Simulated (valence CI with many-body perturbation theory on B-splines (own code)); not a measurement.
Br³⁰⁺: electric-dipole lines

Calculated by configuration interaction combined with many-body perturbation theory (CI+MBPT): three valence electrons over a frozen Dirac-Fock core [He], radial functions for each j: 11 s, 11 p, 10 d, 8 f, 5 g, 2 h, with the one-electron correlation potential Σ1, the two-electron term Σ2, the three-electron term Σ3, Breit, model QED; selected CI, second order for the rest, scaled by the run's own slope (own B-spline code, finite nucleus).

The last digits are not significant, and no measured levels were compared; by estimate large intervals hold to a few tenths of a per cent, small ones and those within an open d or f shell to about a per cent.

Lines 201 to 250 of 593 in falling wavelength, among levels below 2882.0 eV, chosen from the strongest by gf and those to the six lowest levels. Wavelengths and rates use the calculated energies. Electric multipoles are in the length gauge, E1 and E2 with the static RPA response of the core. Weak lines are less certain than strong ones. Lines between different terms over intervals too small for the method are left out, as are lines whose strength nearly cancels. Where a level lies close to another of its J and parity, the split of strength between their lines is uncertain. The highest levels of a list are the least certain.

Levels are named by their leading jj configuration (3d3/2^4 stands for four electrons in 3d with j = 3/2), which in mixed levels can hold well under half, so a name can repeat and another be missing. Letters in brackets count levels of one name in rising energy.

```csv
λ vac (nm),Upper,Lower,A (s⁻¹),log gf,Branch %
1.932,(2s 2p3/2 4s) J=3/2 [a],(2s 2p3/2 3p3/2) J=5/2 [a],7.81e+11,-0.76,11.8
1.929,(2p1/2^2 4s) J=1/2,(2p1/2^2 3p3/2) J=3/2,1.41e+12,-0.80,24.9
1.928,(2s 2p1/2 4f5/2) J=7/2,(2s 2p1/2 3d5/2) J=5/2 [b],1.40e+12,-0.20,10.6
1.927,(2s 2p1/2 4f5/2) J=5/2 [b],(2s 2p1/2 3d5/2) J=5/2 [b],4.89e+11,-0.79,3.7
1.926,(2s 2p1/2 4s) J=1/2 [a],(2s 2p1/2 3p3/2) J=3/2 [a],1.55e+12,-0.76,27.2
1.925,(2s 2p3/2 4f7/2) J=5/2 [b],(2p1/2 2p3/2 3p1/2) J=3/2 [a],5.03e+11,-0.78,3.8
1.925,(2s 2p1/2 4s) J=1/2 [b],(2s 2p1/2 3p3/2) J=3/2 [b],1.07e+12,-0.93,19.3
1.924,(2s 2p1/2 4f7/2) J=5/2,(2s 2p1/2 3d5/2) J=5/2 [b],6.41e+11,-0.67,4.9
1.924,(2s 2p3/2 4f5/2) J=5/2 [a],(2s 2p3/2 3d5/2) J=3/2 [a],9.65e+11,-0.49,7.3
1.923,(2s 2p1/2 4f7/2) J=7/2 [b],(2s 2p1/2 3d5/2) J=5/2 [b],9.89e+12,0.64,76.3
1.923,(2s 2p1/2 4f5/2) J=5/2 [a],(2s 2p1/2 3d3/2) J=3/2 [b],9.42e+11,-0.50,7.1
1.921,(2s 2p1/2 4s) J=3/2,(2s 2p1/2 3p3/2) J=5/2,1.24e+12,-0.56,19.9
1.919,(2s 2p3/2 4f7/2) J=5/2 [a],(2s 2p3/2 3d5/2) J=3/2 [a],7.80e+12,0.41,59.5
1.918,(2s 2p1/2 4f7/2) J=5/2,(2s 2p1/2 3d5/2) J=3/2,9.73e+12,0.51,74.6
1.917,(2s 2p3/2 4f5/2) J=3/2 [b],(2s 2p3/2 3d5/2) J=3/2 [b],1.33e+12,-0.53,10.1
1.915,(2s 2p3/2 4f7/2) J=3/2,(2s 2p3/2 3d5/2) J=3/2 [a],3.52e+12,-0.11,27.2
1.915,(2s^2 4s) J=1/2,(2s^2 3p3/2) J=3/2,1.62e+12,-0.75,26.4
1.914,(2s 2p3/2 4f7/2) J=5/2 [b],(2s 2p3/2 3d5/2) J=3/2 [b],1.02e+13,0.53,77.5
1.914,(2p1/2^2 4f5/2) J=5/2,(2p1/2^2 3d5/2) J=5/2,7.94e+11,-0.58,6.0
1.913,(2s 2p1/2 4f5/2) J=5/2 [a],(2s 2p1/2 3d5/2) J=5/2 [a],3.82e+11,-0.90,2.9
1.912,(2s 2p3/2 4d5/2) J=5/2 [b],(2p1/2 2p3/2 3s) J=3/2 [b],3.40e+11,-0.95,0.9
1.911,(2s 2p3/2 4s) J=3/2 [b],(2s 2p3/2 3p3/2) J=5/2 [b],1.13e+12,-0.61,23.2
1.911,(2p1/2^2 4f7/2) J=7/2,(2p1/2^2 3d5/2) J=5/2,1.21e+13,0.72,93.9
1.911,(2s 2p3/2 4f7/2) J=7/2 [b],(2s 2p3/2 3d5/2) J=5/2 [b],7.91e+12,0.54,59.9
1.911,(2s 2p1/2 4f7/2) J=7/2 [a],(2s 2p1/2 3d5/2) J=5/2 [a],5.99e+12,0.42,45.9
1.909,(2s 2p3/2 4f5/2) J=7/2 [b],(2s 2p3/2 3d5/2) J=5/2 [b],3.55e+12,0.19,27.3
1.907,(2s 2p3/2 4s) J=5/2,(2s 2p3/2 3p3/2) J=7/2,1.05e+12,-0.46,22.5
1.906,(2s 2p3/2 4f7/2) J=7/2 [a],(2s 2p3/2 3d5/2) J=5/2 [a],9.90e+12,0.64,75.6
1.904,(2s 2p3/2 4f5/2) J=3/2 [b],(2s 2p3/2 3d3/2) J=1/2 [b],8.42e+12,0.26,63.6
1.904,(2s 2p3/2 4f7/2) J=5/2 [a],(2s 2p3/2 3d5/2) J=5/2 [a],3.68e+12,0.08,28.0
1.904,(2s 2p3/2 4f7/2) J=5/2 [b],(2s 2p3/2 3d5/2) J=5/2 [b],1.69e+12,-0.26,12.8
1.900,(2s^2 4f5/2) J=5/2,(2s^2 3d5/2) J=5/2,8.70e+11,-0.55,6.5
1.897,(2s^2 4f7/2) J=7/2,(2s^2 3d5/2) J=5/2,1.31e+13,0.75,98.9
1.897,(2s 2p3/2 4f5/2) J=5/2 [b],(2s 2p3/2 3d3/2) J=3/2 [b],1.01e+13,0.51,75.6
1.897,(2s 2p1/2 4f5/2) J=3/2,(2s 2p1/2 3d3/2) J=1/2,8.98e+12,0.29,67.7
1.896,(2s 2p1/2 4f5/2) J=7/2,(2s 2p1/2 3d5/2) J=7/2,9.73e+11,-0.38,7.4
1.895,(2s 2p1/2 4f5/2) J=3/2,(2s 2p1/2 3d3/2) J=3/2 [b],3.23e+12,-0.16,24.3
1.894,(2s 2p1/2 4f7/2) J=9/2,(2s 2p1/2 3d5/2) J=7/2,1.26e+13,0.83,96.5
1.894,(2s 2p1/2 4f5/2) J=5/2 [b],(2s 2p1/2 3d3/2) J=3/2 [b],8.78e+12,0.45,66.1
1.893,(2s 2p1/2 4f5/2) J=5/2 [a],(2s 2p1/2 3d3/2) J=5/2,3.93e+11,-0.90,3.0
1.893,(2s 2p3/2 4f7/2) J=7/2 [b],(2s 2p3/2 3d5/2) J=7/2 [b],1.78e+12,-0.12,13.5
1.893,(2s 2p3/2 4f5/2) J=5/2 [b],(2s 2p3/2 3d3/2) J=5/2 [b],1.89e+12,-0.22,14.2
1.892,(2s 2p3/2 4f5/2) J=3/2 [a],(2s 2p3/2 3d3/2) J=1/2 [a],3.86e+12,-0.08,29.0
1.892,(2s 2p3/2 4f5/2) J=5/2 [a],(2s 2p3/2 3d3/2) J=3/2 [a],5.92e+12,0.28,44.6
1.891,(2s 2p1/2 4f7/2) J=7/2 [b],(2s 2p1/2 3d5/2) J=7/2,8.47e+11,-0.44,6.5
1.891,(2s 2p1/2 4f7/2) J=7/2 [a],(2s 2p1/2 3d3/2) J=5/2,5.86e+12,0.40,44.9
1.890,(2s 2p3/2 4f7/2) J=7/2 [b],(2s 2p3/2 3d3/2) J=5/2 [b],2.90e+12,0.09,22.0
1.890,(2s 2p3/2 4f5/2) J=3/2 [b],(2s 2p3/2 3d3/2) J=3/2 [b],2.00e+12,-0.37,15.1
1.890,(2s 2p3/2 4f5/2) J=1/2,(2s 2p3/2 3d3/2) J=1/2 [a],1.02e+13,0.04,76.3
1.890,(2s 2p3/2 4s) J=5/2,(2s 2p3/2 3p1/2) J=5/2,5.18e+11,-0.78,11.1
```
